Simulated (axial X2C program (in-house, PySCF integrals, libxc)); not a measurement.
## MoI along the bond: PBE0, 2c

Computed with an in-house relativistic program for diatomic molecules. Two-component (2c) means X2C with spin–orbit coupling and atomic mean-field two-electron Coulomb and Gaunt terms. Basis: I dyall-cv3z [11s12p8d4f1g], Mo dyall-cv3z [11s12p9d5f3g] (cores contracted in-house); Gaussian nuclei, density fitting, unrestricted open shells. Masses: I 126.904 u, Mo 97.905 u.

State: Ω = 5/2 (⟨Sz⟩ = 2.50, ⟨Lz⟩ = 0.00 at PBE0). Dipoles are positive if Mo is the positive end.

```tsv
R (Å)	μ (D)	HOMO (eV)	LUMO (eV)
2.302	3.358	-5.47	-2.24
2.408	3.772	-5.62	-2.42
2.487	4.094	-5.72	-2.56
2.567	4.423	-5.80	-2.69
2.646	4.755	-5.88	-2.83
2.739	5.140	-5.95	-2.98
2.831	5.516	-6.00	-3.12
2.950	5.978	-6.03	-3.30
3.096	6.489	-6.04	-3.49
3.308	7.073	-6.01	-3.74
3.599	7.447	-6.00	-4.00
3.969	7.252	-6.08	-4.22
```

Question: The minimum lies at 2.638 Å. What is the dipole moment there, and its slope?

Answer: At PBE0, 2c, with the sign and origin stated: μ = 4.72 D, dμ/dR = 4.18 D/Å.

The state is one determinant whose occupation by symmetry is held fixed; it was picked as the lowest of a PBE0 search that is not exhaustive. Density functionals use the spin component along the axis (collinear). With several unpaired electrons one determinant need not be a pure state. This is the top spin component of a Σ state; components of lower Ω are not single determinants and can lie lower.
